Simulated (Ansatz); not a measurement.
A structure relaxed at PBE0-D4/def2-TZVP, charge 0, multiplicity 1:

```json
{"atom": "C1", "x (Å)": "-0.569", "y (Å)": "-0.599", "z (Å)": "-2.018"}
{"atom": "C2", "x (Å)": "-0.621", "y (Å)": "0.314", "z (Å)": "-0.812"}
{"atom": "Al3", "x (Å)": "-0.468", "y (Å)": "2.218", "z (Å)": "-0.432"}
{"atom": "Si4", "x (Å)": "0.804", "y (Å)": "0.491", "z (Å)": "0.484"}
{"atom": "Si5", "x (Å)": "0.750", "y (Å)": "-0.799", "z (Å)": "2.424"}
{"atom": "H6", "x (Å)": "-0.557", "y (Å)": "-1.657", "z (Å)": "-1.736"}
{"atom": "H7", "x (Å)": "0.333", "y (Å)": "-0.415", "z (Å)": "-2.607"}
{"atom": "H8", "x (Å)": "-1.424", "y (Å)": "-0.444", "z (Å)": "-2.683"}
{"atom": "H9", "x (Å)": "-1.513", "y (Å)": "0.106", "z (Å)": "-0.187"}
{"atom": "H10", "x (Å)": "-1.024", "y (Å)": "3.645", "z (Å)": "-0.831"}
{"atom": "H11", "x (Å)": "2.127", "y (Å)": "0.385", "z (Å)": "-0.205"}
{"atom": "H12", "x (Å)": "-0.622", "y (Å)": "-0.734", "z (Å)": "2.999"}
{"atom": "H13", "x (Å)": "1.074", "y (Å)": "-2.231", "z (Å)": "2.167"}
{"atom": "H14", "x (Å)": "1.709", "y (Å)": "-0.279", "z (Å)": "3.437"}
```

Problem. Give its formula and SMILES.

Solution. C2H9AlSi2, `C[C@@H]1[AlH][Si@H]1[SiH3]`.

Problem. Point group (tolerance 0.08 Å, 0.16 Å for H)?

Solution. C1.

Problem. Summarise the bond lengths by kind.

Solution. 1 × C–C 1.514 Å; 4 × C–H 1.093 to 1.109 Å; 1 × Al–C 1.947 Å; 1 × C–Si 1.934 Å; 1 × Al–Si 2.332 Å; 1 × Al–H 1.583 Å; 1 × Si–Si 2.330 Å; 4 × H–Si 1.489 to 1.496 Å.

Program: Ansatz 0.2.0.
